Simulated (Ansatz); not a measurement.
A ladder of methods for SbH3 (stibine)

SbH3 has 4 atoms, charge 0, and is taken as a singlet. SMILES: `[SbH3]`. The shape is that of a PBE0-D4/def2-TZVP optimisation.

```tsv
atom	x (Å)	y (Å)	z (Å)
Sb	0.4563	-0.3098	-0.4645
H	0.8439	0.0722	1.1539
H	-1.0391	-0.9844	0.0089
H	-0.2610	1.2219	-0.6983
```

Quantity: the energy change with the Sb1–H3 bond stretched from 1.707 to 2.561 Å, in eV. The values are calculated.

```
                       level                    kind  program  value (eV)  less FCI/STO-3G  CPU time (all runs)
   SVWN5/STO-3G (restricted)                     LDA   Ansatz        2.94            +0.36                1.6 s
    PBE0/STO-3G (restricted)           global hybrid   Ansatz        3.17            +0.59                2.5 s
   HSE06/STO-3G (restricted)  range-separated hybrid   Ansatz        3.15            +0.57                2.9 s
  B2PLYP/STO-3G (restricted)           double hybrid   Ansatz        3.18            +0.60                3.4 s
CCSDT(Q)/STO-3G (restricted)   coupled cluster or CI   Ansatz        2.58             0.00               0.76 s
   CCSDT/STO-3G (restricted)   coupled cluster or CI   Ansatz        2.58             0.00               0.69 s
  CCSDTQ/STO-3G (restricted)   coupled cluster or CI   Ansatz        2.58             0.00                 11 s
                  FCI/STO-3G      exact in the basis   Ansatz        2.58             0.00                  1 s
```

FCI/STO-3G is exact within its basis and frozen core, so for wave-function methods in that basis the difference is their error; functionals converge differently with the basis, so for them it is only a difference. All-electron rows without a relativistic Hamiltonian named are non-relativistic. The first shape isn't each level's own minimum. The values span 2.58 to 3.18 eV. All rows use very small basis sets, so even the best lies far from the true value. In the correlated wave-function rows the outer d shell of Sb is correlated, in sets not made for it. CPU times are rough (shared hosts, several kinds of processor): they show what a rung costs within a factor of a few.
